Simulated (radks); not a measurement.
Results of a calculation; reference values are marked as such.
Fractional charge and spin in the 3s shell of chlorine: the spin-up occupation runs from 0 to 1 and the spin-down occupation from 0 to 1; the fullest corner is Cl3+, [Ne] 3p(up 1, down 1) 3s(up 1, down 1). Code: a radial shooting solver on a logarithmic mesh with Libxc functionals. Model: non-relativistic Kohn-Sham, PBE, spin-polarised, spherical densities, point nucleus. Energy (eV) minus the two flat planes that join the four corners (they meet along the diagonal where the two added fractions sum to one electron); zero is where a piecewise linear energy would lie.

| down \ up | 0 | 0.25 | 0.5 | 0.75 | 1 |
|---|---|---|---|---|---|
| 0 | 0.000 | -1.406 | -1.876 | -1.408 | 0.000 |
| 0.25 | -1.406 | -1.736 | -1.140 | 0.383 | -1.333 |
| 0.5 | -1.876 | -1.140 | 0.511 | -1.090 | -1.777 |
| 0.75 | -1.408 | 0.383 | -1.090 | -1.661 | -1.332 |
| 1 | 0.000 | -1.333 | -1.777 | -1.332 | 0.000 |

Corners above the fullest one (they belong to Cl4+ and the next ion): (up 1, down 0) 65.751 eV, (up 0, down 1) 65.751 eV, (up 0, down 0) 148.17 eV. With half an added electron in each spin the energy lies 0.511 eV from the planes, and with half an added electron in spin up alone -1.876 eV. The planes are only a guide here: the flat-plane condition holds for ground states with one frontier orbital, while this shell lies below other occupied shells, so the corners above the fullest one are inner-hole states and not the ground states of those ions.
